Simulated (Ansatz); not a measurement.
Energy profile

The step: GaH₂Cl ([Cl][GaH2]) + CH₄ → CH₅Ga ([CH3][GaH2]) + HCl; bonds formed: Ga1–C6, Cl2–H5; bonds broken: Ga1–Cl2, H5–C6 (atoms numbered as in the saddle structure below).

| atom | x (Å) | y (Å) | z (Å) |
| --- | --- | --- | --- |
| Ga1 | -0.9646 | -0.0532 | -0.6385 |
| Cl2 | -0.9759 | -1.5497 | 1.4026 |
| H3 | -0.8940 | -1.0419 | -1.8385 |
| H4 | -2.0170 | 1.0467 | -0.3147 |
| H5 | 0.0459 | -0.6255 | 0.8901 |
| C6 | 0.9329 | 0.4160 | 0.1181 |
| H7 | 1.7394 | -0.3174 | 0.0607 |
| H8 | 1.1084 | 1.1168 | -0.7105 |
| H9 | 1.0249 | 1.0081 | 1.0307 |

Electronic energies by CCSD(T) at an estimated basis limit (MP2 extrapolated from triple and quadruple zeta, plus CCSD(T) − MP2 in triple zeta), on PBE0-D4/def2-TZVP structures; CH$_{6}$ClGa, closed shell; no counterpoise correction. Computed with Ansatz 0.2.0 (basis: def2-TZVPP and def2-QZVPP); correlated methods freeze the cores. Filled d shells of the heavier atoms are correlated. The def2 sets are not built for correlating such inner shells, so the correlated values are less sure here. Extrapolation: Hartree–Fock as exp(−7.88 √X), correlation as X^−2.97.

Problem. Give the profile in kcal/mol, counted from the separated reactants. (Judge from chemistry; the value comes from the calculation.)

Solution. By the calculation:
```csv
point,kcal/mol
"separated: GaH$_{2}$Cl (linked as [Cl][GaH2]; Ga1, Cl2, H3, H4; singlet) + CH$_{4}$ (H5, C6, H7, H8, H9; singlet)",0.00
start structure,-2.61
saddle,40.91
end structure,29.66
"separated: CH$_{5}$Ga (linked as [CH3][GaH2]; Ga1, H3, H4, C6, H7, H8, H9; singlet) + HCl (Cl2, H5; singlet)",34.62
```

The T1 diagnostic stays at or below 0.013.

For scale, one of the runs: CCSD(T)/def2-TZVPP, 205 basis functions (an equivalent command: `ansatz run in.yaml --threads 4`). The run took 110 s on 4 CPU threads (shared host), with 2.5 GiB of host memory at its peak.
